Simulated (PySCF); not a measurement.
Constitutional and geometric isomers with formula H3B2N. Isolated molecules, 0 K electronic values unless said otherwise. One relaxed conformer stands for each flexible species; it need not be the lowest. Strings in code marks are SMILES.

These are PySCF with TPSSh-D3(BJ)/def2-TZVP // CAM-B3LYP-D3(BJ)/def2-TZVP values and carry that method's errors. Delta-SCF ions had no search for a lower state. Excitations are Tamm–Dancoff values on a coarser integration grid. The basis has no diffuse functions, so Rydberg states are missing or too high.

```csv
species,S1–T1 gap (TDA) (eV),vertical ionisation energy (Delta-SCF) (eV),T1 excitation (TDA) (eV)
`B=BN`,-3.03,7.09,3.62
`B=NB`,0.33,10.10,4.10
`BB=N`,0.33,10.65,3.60
```
